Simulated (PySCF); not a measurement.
## SbN: from constants to spectrum

RHF-CCSD(T) constants of SbN, ¹Σ⁺ (singlet), closed shell (basis Sb def2-SVPD with ECP28, N def2-SVPD; scalar-relativistic core potentials; PySCF 2.14; masses 120.9038 and 14.0031 u):

* ωe: 815.0 cm⁻¹
* ωexe: 4.68 cm⁻¹
* Be: 0.38258 cm⁻¹
* αe: 0.00258 cm⁻¹
* D (centrifugal): 3.37e-07 cm⁻¹
* De to Sb + N: 2.87 eV

Q: Estimate the standard entropy (1 bar) and heat capacity of the ideal gas at 298.15 K, rigid rotor with B0 and harmonic oscillator at the fundamental.

A: Translation (Sackur–Tetrode, M = 134.91 u): 170.0 J/(mol K). Rotation: q = kT/(σB0) = 543 with σ = 1, 60.7. Vibration: x = hcν0/kT = 3.89, 0.85. S° = 231.6 J/(mol K); Cp = 7R/2 + 2.68 = 31.8 J/(mol K).

Correlated steps freeze 5 core orbitals. Correlated levels converge slowly with the basis: in double zeta they bind strong bonds too weakly, by up to about 1 eV, and carry superposition errors of some tenths. Spin–orbit coupling is left out, which matters for elements this heavy, above all for dissociation energies. Where the molecule has an RHF reference, its open-shell atoms are computed with UHF.
